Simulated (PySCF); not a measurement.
Compound: C₅H₁₂Se.
Atom-mapped SMILES: `[CH3:1][Se:2][CH2:3][CH:4]([CH3:5])[CH3:6]` (hydrogens: H7, H8, H9 on C1; H10, H11 on C3; H12 on C4; H13, H14, H15 on C5; H16, H17, H18 on C6)

Geometry (PBE0-D3(BJ)/def2-SVP, Å), atoms numbered from 1 in this order:
```
atom  x, y, z in Å
C1     3.0786    0.1990   -0.2181
Se2    1.5922   -0.8368    0.4759
C3     0.1785    0.3315   -0.2056
C4    -1.1963   -0.0315    0.3472
C5    -2.2236    1.0029   -0.1035
C6    -1.6263   -1.4397   -0.0498
H7     3.0217    0.2753   -1.3129
H8     4.0006   -0.3318    0.0542
H9     3.0978    1.2032    0.2283
H10    0.4446    1.3609    0.0802
H11    0.1777    0.2735   -1.3071
H12   -1.1299    0.0106    1.4497
H13   -2.3185    1.0107   -1.2020
H14   -1.9442    2.0186    0.2165
H15   -3.2175    0.7797    0.3141
H16   -0.9135   -2.2025    0.2991
H17   -2.6131   -1.6840    0.3721
H18   -1.6974   -1.5318   -1.1464
```

Theory: PBE0-D3(BJ)/def2-SVP geometry optimisation, gas phase (PySCF).

Take the most abundant isotopes and a rigid rotor. The values belong to one conformer with, in the numbering `[CH3:1][Se:2][CH2:3][CH:4]([CH3:5])[CH3:6]`, C1–Se2–C3–C4 -170°, Se2–C3–C4–C5 174°.

Question: What are A, B and C (GHz)?

Answer: Ia = 99.88, Ib = 447.55, Ic = 514.85 u·Å²; 505379 MHz·u·Å²/I gives 5060, 1129 and 981.6 MHz, that is A = 5.0597, B = 1.1292, C = 0.9816 GHz.

Question: Classify the top.

Answer: A near-prolate asymmetric top. Ray's parameter κ = (2B − A − C)/(A − C) = -0.928; −1 is the prolate and +1 the oblate limit.

Question: What does the inertial defect say?

Answer: Not planar: Δ = Ic − Ia − Ib = -32.58 u·Å². For a rigid frame Δ = −2 Σ m c², so Σ m c² = 16.29 u·Å² lies off the ab plane: 9.77 from hydrogen and 6.52 from heavier atoms. The atom farthest from that plane is 1.53 Å away.

Question: Give the other two planar moments, Paa and Pbb, and the rms extents of the mass along the axes.

Answer: Paa = Σ m a² = (Ib + Ic − Ia)/2 = 431.26 and Pbb = Σ m b² = (Ia + Ic − Ib)/2 = 83.59 u·Å². With the mass M = 152.01 u, the rms extents √(P/M) along a, b and c are 1.68, 0.74, 0.33 Å.

Question: Which lines would a microwave search look for?

Answer: The dipole components are |μa| = 0.39 D, |μb| = 1.31 D, |μc| = 0.37 D. Intensities carry the squares of the components, which stand as 0.09 : 1.00 : 0.08 (a : b : c). Some lines, for components of 0.1 D or more:

| type | branch | J(Ka,Kc) | MHz | lower level (cm⁻¹) |
| --- | --- | --- | --- | --- |
| a | Q | 2(1,1) ← 2(1,2) | 443 | 0.337 |
| a | R | 2(0,2) ← 1(0,1) | 4218 | 0.070 |
| b | Q | 2(1,1) ← 2(0,2) | 4230 | 0.211 |
| b | R | 5(0,5) ← 4(1,4) | 7157 | 0.813 |
| a | R | 5(1,5) ← 4(1,4) | 10168 | 0.813 |
| c | Q | 3(2,2) ← 3(1,2) | 11573 | 0.571 |
| b | Q | 3(2,2) ← 3(1,3) | 12458 | 0.541 |
| c | R | 3(2,2) ← 2(1,2) | 18567 | 0.337 |
| b | R | 3(2,1) ← 2(1,2) | 18587 | 0.337 |
| b | Q | 4(3,2) ← 4(2,3) | 20035 | 1.238 |
| c | R | 5(2,4) ← 4(1,4) | 23303 | 0.813 |
| c | Q | 4(4,1) ← 4(3,1) | 28022 | 1.907 |
| b | R | 4(4,1) ← 3(3,0) | 36474 | 1.625 |
| c | R | 4(4,1) ← 3(3,1) | 36474 | 1.625 |
| b | R | 4(4,0) ← 3(3,1) | 36474 | 1.625 |
| c | R | 5(4,1) ← 4(3,1) | 38586 | 1.907 |
| b | R | 5(5,1) ← 4(4,0) | 46594 | 2.841 |
| c | R | 5(5,0) ← 4(4,0) | 46594 | 2.841 |

No PBE0-D3(BJ)/def2-SVP frequencies stand behind this structure, so it isn't proved a minimum. No vibrational averaging or centrifugal distortion is included, and the geometry carries the error of its method. A rigid rotor knows nothing of internal rotation, which can split or shift real lines.
